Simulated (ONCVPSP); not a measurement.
# What one change does to a pseudopotential (Sb, ONCV)

antimony, optimised norm-conserving Vanderbilt (ONCV), made with ONCVPSP 4.0.1 (LDA (Perdew-Zunger), non-relativistic). Core [Kr], reference 4d10 5s2 5p3. Waves: 5s: rc 1.70 bohr, ncon 5, nbas 10, qcut 3.9 1/bohr, 2 projectors, debl 3.3 Ha; 5p: rc 2.55 bohr, ncon 4, nbas 8, qcut 3.9 1/bohr, 2 projectors, debl 1.3 Ha; 4d: rc 1.20 bohr, ncon 4, nbas 9, qcut 11.2 1/bohr, 2 projectors, debl 2.5 Ha. Local part: polynomial inside 0.95 bohr (lpopt 4, dvloc0 0 Ha). Core correction: Teter function, fcfact 3.75, rcfact 1.

Change: p: nbas 9.

Cutoffs: the cutoffs (Ha) at which the residual kinetic energy of the hardest occupied pseudo-wave falls to 1 and 0.1 mHa per electron; they do not see the model core or the augmentation charge, which bear on the density cutoff. Errors are all-electron minus pseudo energies relative to the spin-unpolarised reference configuration.

Problem. What does the change do?

Solution. The potential gets neither clearly harder nor softer (83 Ha and 103 Ha → 83 Ha and 103 Ha); both files keep a bound ghost (p, s); of the 4 tests that both files solve, the error grows in 3 and shrinks in 0 by more than 15 % and 0.3 meV (median size 0.6 → 1.2 meV).

| quantity | base | changed |
| --- | --- | --- |
| cutoff, loose | 83 Ha | 83 Ha |
| cutoff, tight | 103 Ha | 103 Ha |
| loose cutoff by channel | s 83 Ha, p 5.3 Ha, d 47 Ha | s 83 Ha, p 5.1 Ha, d 47 Ha |
| bound ghosts | s, p | s, p |
| GHOST(+) flags under 300 eV | s at 274.7 eV | s at 274.7 eV |
| error for 4d10 5s2 5p2, meV [ΔE 8.56 eV] | -0.2 | -0.3 |
| error for 4d10 5s2 5p1, meV [ΔE 24.80 eV] | -0.3 | -1.2 |
| error for 4d10 5s2 5p0, meV [ΔE 49.49 eV] | +1.2 | -2.4 |
| error for 4d10 5s1 5p4, meV [ΔE 7.16 eV] | +0.8 | +1.3 |
| s: phases at 1.72 bohr within 0.05 rad from the reference energy up to (Ha; the scan ends near 5) | to the end of the scan | to the end of the scan |
| p: phases at 2.59 bohr within 0.05 rad from the reference energy up to (Ha; the scan ends near 5) | to the end of the scan | to the end of the scan |
| d: phases at 1.22 bohr within 0.05 rad from the reference energy up to (Ha; the scan ends near 5) | to the end of the scan | to the end of the scan |
| rms error of d²Exc/dni dnj with the model core, mHa | 3.80 | 3.80 |

 A true bound ghost makes a file unfit for plane-wave use even where its test errors are small: the radial tests pick states by their node count and pass the ghost by.
